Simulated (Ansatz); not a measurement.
Born–Oppenheimer molecular dynamics of C₂H₈OSi (12 atoms, charge 0, multiplicity 1). It starts at the highest image of a converged band. Of that band: The profile has 3 maxima (images 1, 6, 9) with wells between them (images 2, 7): this band takes more than one step, which may be the mechanism or a detour left from its start path. Neighbouring images differ by up to 3.6 eV, so the band resolves the path poorly. A vibrational analysis at the climbing image gives one clearly imaginary mode, 1225i cm⁻¹: a first-order saddle point.

All numbers below come from RHF/def2-SVP (Ansatz).

| Item | Value |
| --- | --- |
| ensemble | NVE (velocity Verlet) |
| time step | 0.5 fs |
| steps asked | 200 |
| starting velocities drawn for | 100 K |
| seed | 3083 |

First frame:

```xyz
12
Properties=species:S:1:pos:R:3
Si -0.024 1.246 0.328
O 0.521 -0.511 0.070
C 0.289 -1.743 0.717
C -0.447 1.283 -1.398
H 0.149 -0.256 -0.921
H -1.046 1.092 1.390
H 1.183 1.880 0.893
H -0.763 -2.020 0.654
H 0.577 -1.651 1.762
H 0.899 -2.510 0.246
H -1.504 1.318 -1.663
H 0.166 1.871 -2.079
```

(1) What does the run give?

(2) What happens to the structure?

(3) How do temperature and energy run in time?

Answers

(1) The run went to its last step.

```
steps done                                               : 200
time covered                                             : 100 fs
mean temperature over the second half                    : 1331 K
spread of the potential energy over the second half      : 51.7 meV per atom
mean potential energy of the second half above the start : -132.9 meV per atom
```

The conserved energy stayed within 2.8 meV per atom of its start (net change -0.5 meV per atom), so there is no drift, though single steps change it by up to 36 meV in the whole system, a sign of fast motions only just resolved. The system heated up, since it started high on the potential surface and ran downhill. A run of 0.1 ps of so small a system gives no equilibrium averages. The orbitals stay closed-shell, which can raise the energy where a bond breaks towards radicals; this wasn't checked here.

(2) The step under study would form O2–H5 and break Si1–O2, C4–H5. These pairs go: O2–H5 1.09 → 2.69 Å, Si1–O2 1.86 → 1.82 Å, C4–H5 1.72 → 1.24 Å. In the last frame they stand as before the step (other bonds may differ from the relaxed reactants and products). These pairs come and go: their bonding changes 16 times, last at 100 of 100 fs, so the outcome isn't settled. It ends as one piece, C2H8OSi. Pairs count as bonded within 1.25 times the sum of covalent radii (0.12 Å more for H–H). Another seed would give other details.

(3) 
| time (fs) | T (K) | potential energy less start (eV) | conserved less start (meV/atom) |
| --- | --- | --- | --- |
| 0.0 | 100 | 0.000 | 0.00 |
| 5.0 | 60 | 0.052 | 0.02 |
| 10.0 | 94 | 0.008 | 0.03 |
| 15.0 | 788 | -0.885 | 0.29 |
| 20.0 | 1973 | -2.445 | -2.00 |
| 25.0 | 1078 | -1.262 | 0.19 |
| 30.0 | 1342 | -1.605 | 0.05 |
| 35.0 | 969 | -1.120 | 0.28 |
| 40.0 | 2324 | -2.889 | -1.25 |
| 45.0 | 2125 | -2.625 | -0.59 |
| 50.0 | 1209 | -1.431 | 0.20 |
| 55.0 | 784 | -0.870 | 1.18 |
| 60.0 | 464 | -0.468 | 0.24 |
| 65.0 | 1783 | -2.195 | -1.66 |
| 70.0 | 1557 | -1.886 | -0.21 |
| 75.0 | 1277 | -1.521 | 0.00 |
| 80.0 | 1537 | -1.888 | -2.51 |
| 85.0 | 920 | -1.057 | 0.23 |
| 90.0 | 1492 | -1.783 | 1.42 |
| 95.0 | 1267 | -1.506 | 0.20 |
| 100.0 | 1759 | -2.150 | -0.50 |

The run took 6.1 min on 2 threads of Arm Neoverse N1, with other jobs on the host, peak memory 0.18 GiB.
